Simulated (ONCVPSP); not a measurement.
## Which change was made? (Lu, ONCV)

```
Element                 : Lu (Z = 71)
Generator               : ONCVPSP 4.0.1
Type                    : optimised norm-conserving Vanderbilt (ONCV)
Functional              : LDA (Perdew-Wang 92)
Relativity              : fully relativistic
Frozen core             : [Kr] 4d10
Valence charge          : 25
Reference configuration : 4f13 5s2 5p6 5d2 6s2
Partial waves           : 5s+6s: rc 2.15 bohr, ncon 4, nbas 8, qcut 5.1 1/bohr, 2 projectors; 5p: rc 1.30 bohr, ncon 4, nbas 8, qcut 6.2 1/bohr, 2 projectors, debl 2.4 Ha; 5d: rc 1.90 bohr, ncon 4, nbas 9, qcut 5.9 1/bohr, 2 projectors, debl 0.8 Ha; 4f: rc 1.10 bohr, ncon 3, nbas 7, qcut 15.7 1/bohr, 1 projector
Local potential         : polynomial inside 0.75 bohr (lpopt 5, dvloc0 3 Ha)
Core correction         : Teter function, fcfact 6, rcfact 1.8
```

Open shells are filled in proportion to 2j + 1.

Cutoffs, loose and tight: the cutoffs (Ha) at which the residual kinetic energy of the hardest occupied pseudo-wave falls to 1 and 0.1 mHa per electron. They do not see the model core or the augmentation charge, which bear on the density cutoff. Test errors are all-electron minus pseudo excitation energies from the reference, over the configurations 4f14 5s2 5p6 5d1 6s2; 4f14 5s2 5p6 5d1 6s1; 4f14 5s2 5p6 5d1 6s0; 4f14 5s2 5p6 5d1 6s0 6p1; variants that change the core or the reference have their own tests. The largest error is taken over the tests solved by every variant that gives reliable tests at all, those not shown here included: 4f14 5s2 5p6 5d1 6s0; 4f14 5s2 5p6 5d1 6s1; 4f14 5s2 5p6 5d1 6s2.

The base gives: outcome: generated; cutoff, loose: 105 Ha; cutoff, tight: 119 Ha; bound ghosts: s; GHOST(+) flags above zero: p3/2, d5/2, p1/2, d3/2; largest test error (meV): +90.

Q: After one change the result is: outcome: generated; cutoff, loose: 209 Ha; cutoff, tight: 282 Ha; bound ghosts: s, p3/2; GHOST(+) flags above zero: p3/2, d5/2, p1/2, d3/2; largest test error (meV): +70. Which change was it?
A. local potential polynomial inside 1.05 bohr (lpopt 1, dvloc0 4 Ha)
B. reference 4f14 5s2 5p6 5d1 6s1.5
C. s: qcut 4.8; p: qcut 5.9; d: qcut 5.6; f: qcut 14.8
D. all radii but the core radius scaled by about 0.87 (s 1.88, p 1.14, d 1.66, f 0.96 bohr); local potential polynomial inside 0.66 bohr (lpopt 5, dvloc0 3 Ha)
E. p: rc 0.98

A: E. The others give: all radii but the core radius scaled by about 0.87 (s 1.88, p 1.14, d 1.66, f 0.96 bohr); local potential polynomial inside 0.66 bohr (lpopt 5, dvloc0 3 Ha) → outcome: failed: oncvpsp_r: lschvkbb convergence ERROR, n= 2 l= 1 | local potential polynomial inside 1.05 bohr (lpopt 1, dvloc0 4 Ha) → outcome: generated; cutoff, loose: 105 Ha; cutoff, tight: 119 Ha; bound ghosts: none; GHOST(+) flags above zero: s; largest test error (meV): +71 | reference 4f14 5s2 5p6 5d1 6s1.5 → outcome: generated; cutoff, loose: 105 Ha; cutoff, tight: 118 Ha; bound ghosts: s; GHOST(+) flags above zero: p3/2, p1/2, d3/2; largest test error (meV): -173 | s: qcut 4.8; p: qcut 5.9; d: qcut 5.6; f: qcut 14.8 → outcome: generated; cutoff, loose: 97 Ha; cutoff, tight: 121 Ha; bound ghosts: s; GHOST(+) flags above zero: p3/2, d5/2, p1/2, d3/2; largest test error (meV): +119.
